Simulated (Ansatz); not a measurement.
`[NH2][W]([NH2])(=[O])=[S]`, charge 0, multiplicity 1.

Problem. Give a relaxed structure at PBE0-D4/def2-TZVP (the Gaussian-basis code of Ansatz). (Estimate.)

Solution. Ansatz gave: 
Cartesian coordinates in Å:
```
N -1.406 -0.615 -0.661
W -0.169 0.331 0.493
N 1.651 0.203 -0.160
O -0.601 1.975 0.443
S -0.255 -0.545 2.448
H -1.928 -0.167 -1.398
H -1.677 -1.578 -0.538
H 2.081 0.907 -0.740
H 2.306 -0.512 0.114
```
Point group Cs.
This is one stationary point; other conformers may exist.
